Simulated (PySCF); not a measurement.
## MLi cations for M along group 15

PBE with double-zeta basis sets in PySCF, for the lowest determinant that a PBE0 search found; no spin–orbit coupling. De refers to high-spin ground-configuration atoms (the charge goes to the atom of lower measured ionisation energy or higher electron affinity, which is not always the lowest computed limit). A positive dipole points towards Li; it is taken about the centre of mass and depends on that origin.

```json
{"M": "N", "basis": "def2-SVP", "charged atom": "Li+", "state (unpaired electrons)": "quartet (σ ↑, π ↑↑)", "Re (Å)": "2.241", "ωe (cm⁻¹)": "265", "De (eV)": "0.30", "μ (D)": "6.23"}
{"M": "P", "basis": "6-31G(d,p)", "charged atom": "Li+", "state (unpaired electrons)": "quartet (σ ↑, π ↑↑)", "Re (Å)": "2.712", "ωe (cm⁻¹)": "241", "De (eV)": "0.42", "μ (D)": "8.37"}
{"M": "As", "basis": "pcseg-1", "charged atom": "Li+", "state (unpaired electrons)": "quartet (σ ↑, π ↑↑)", "Re (Å)": "2.794", "ωe (cm⁻¹)": "218", "De (eV)": "0.45", "μ (D)": "9.67"}
{"M": "Sb", "basis": "def2-SVP", "charged atom": "Li+", "state (unpaired electrons)": "quartet (σ ↑, π ↑↑)", "Re (Å)": "2.964", "ωe (cm⁻¹)": "199", "De (eV)": "0.49", "μ (D)": "10.17"}
{"M": "Bi", "basis": "cc-pVDZ/cc-pVDZ-PP", "charged atom": "Li+", "state (unpaired electrons)": "quartet (σ ↑, π ↑↑)", "Re (Å)": "3.043", "ωe (cm⁻¹)": "210", "De (eV)": "n/a", "μ (D)": "10.21"}
```

Task: By what factor does the well depth vary along the series?

Result: At PBE it runs from 0.30 eV (LiN⁺) to 0.49 eV (LiSb⁺), a factor of 1.63.

The rows differ in basis set, which adds steps of its own.

Down a group the atoms grow and get heavier, so bonds lengthen and wavenumbers fall; the exceptions here are the higher wavenumber at Bi. Relativity and the filled 4f shell contract the atoms of the sixth period.

Weak bonds: LiAs⁺, LiN⁺, LiP⁺, LiSb⁺. Basis-set superposition, not corrected here, can be much of De in a small basis, most of all at correlated wavefunction levels. These are scalar-relativistic numbers at best; spin–orbit coupling would shift them, the dissociation energy most. For an ion De counts to the pair picked by the measured ionisation energies or electron affinities, which need not be the lowest pair at this level. States were picked by a PBE0 search and need not be the measured ground states.
